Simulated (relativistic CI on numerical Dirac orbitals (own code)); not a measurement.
Method of calculation: Dirac-Coulomb-Breit CI, separate exchange-only KLI orbitals for each configuration, model QED (radiative potential, 1s self-energy scaled to tabulated hydrogen-like ionisation energies), unscaled Slater integrals (own radial code, finite nucleus).

The strongest absorption lines from the ground level of an ion, among the configurations computed and to levels below about 617 eV (vacuum wavelength in nm, gf): 2.1633 (3.5), 2.2147 (0.24), 2.2297 (0.45), 6.8866 (2.9), 6.9937 (0.85), 7.2996 (0.33), 7.6924 (1.1), 7.8813 (1.1).

(1) Which ion is it?
A. Zr21+
B. Mo23+
C. Ru25+
D. Pd27+

Answers

(1) B. Mo23+ has 19 electrons and the ground level 3s2 3p6 3d 2D_3/2; the strongest line goes to 3s2 3p6 4f 2F°_5/2. The pattern of lines fixes the number of electrons, and along that sequence the line energies rise steadily with the charge (about as its square where n changes within one kind of shell, about linearly where n is kept but much faster in heavy ions where fine structure, which grows about as Z⁴, sets the gap, and irregularly where shells cross), which fixes Z. Configurations outside the model, such as inner-shell arrays, can give stronger lines. At this charge energies of transitions that change n are usually good to better than 1 %, and those within a shell (Δn = 0) to a few per cent.

LS names give the leading component of a level, which can be under half, so a name can repeat, a term be missing and a line seem to break the LS rules.
